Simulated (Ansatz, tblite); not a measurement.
Cost and result up the ladder for GeFCl3 (GeCl3F) (5 atoms). The state is a singlet with charge 0. Geometry: PBE0-D4/def2-SVP.

```tsv
atom	x (Å)	y (Å)	z (Å)
Ge1	-0.0307	0.0364	-0.0025
F2	-1.1358	1.3470	-0.0913
Cl3	0.7864	0.0040	1.9487
Cl4	1.4786	0.3575	-1.4497
Cl5	-1.0985	-1.7449	-0.4051
```

Ansatz on 2 threads of Intel Xeon on a shared host; xTB runs through tblite on one thread. Times are rough, summed over both states, and most runs start from the orbitals of an earlier one. ωB97M-V/def2-TZVP serves as the yardstick here, not as an exact answer. The other state is a doublet.

The xTB rows come from tblite. LC-ωPBE has ω = 0.4 bohr⁻¹. HOMO above LUMO, or a gap near zero within one spin, warns that the state may not be the lowest or that an electron is smeared out.

Raw xTB energies of ions are shifted by several eV.

| level | functions | wall time | vertical IE (eV) | difference from ωB97M-V/def2-TZVP (eV) | remarks |
| --- | --- | --- | --- | --- | --- |
| GFN1-xTB | 40 | 0.02 s | 15.34 | 3.02 | – |
| GFN2-xTB | 40 | 0.022 s | 15.45 | 3.12 | – |
| LDA (SPW92)/def2-TZVP | 190 | 6.4 s | 11.43 | -0.89 | gap within one spin near zero (+1 doublet) |
| BLYP-D4/def2-TZVP | 190 | 9.5 s | 11.09 | -1.24 | – |
| PBE-D4/def2-TZVP (with forces) | 190 | 10 s | 11.25 | -1.07 | gap within one spin near zero (+1 doublet) |
| PBE0-D4/def2-TZVP (with forces) | 190 | 25 s | 11.87 | -0.45 | – |
| LC-ωPBE/def2-TZVP | 190 | 26 s | 12.66 | 0.33 | – |
| B97M-V/def2-TZVP | 190 | 27 s | 11.66 | -0.67 | – |
| r2SCAN-D4/def2-TZVP | 190 | 30 s | 11.57 | -0.76 | – |
| ωB97M-V/def2-TZVP | 190 | 85 s | 12.33 | 0.00 | – |
